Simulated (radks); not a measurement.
The numbers below are computed, except where a source is named.
Species: As5+. Configuration: [Ar] 3d10. Code: a radial shooting solver on a logarithmic mesh with Libxc functionals. Model: Dirac Kohn-Sham, BLYP, spin-unpolarised, spherical densities, finite nucleus; Fermi nuclear charge, rms radius 4.0968 fm.

Spin-orbit splittings of the eigenvalues, e(l+1/2) - e(l-1/2), with zeta = 2 splitting/(2l+1) and mean radii in bohr:

shell  occ.  splitting (eV)  zeta (eV)  <r> j=l-1/2  <r> j=l+1/2
2p        6           36.62      24.41       0.1746       0.1783
3p        6               ?          ?       0.6078       0.6182
3d       10          0.7487     0.2995       0.6591       0.6632

Estimate the 3p splitting.

Answer. 5.059 eV (zeta = 3.373 eV).
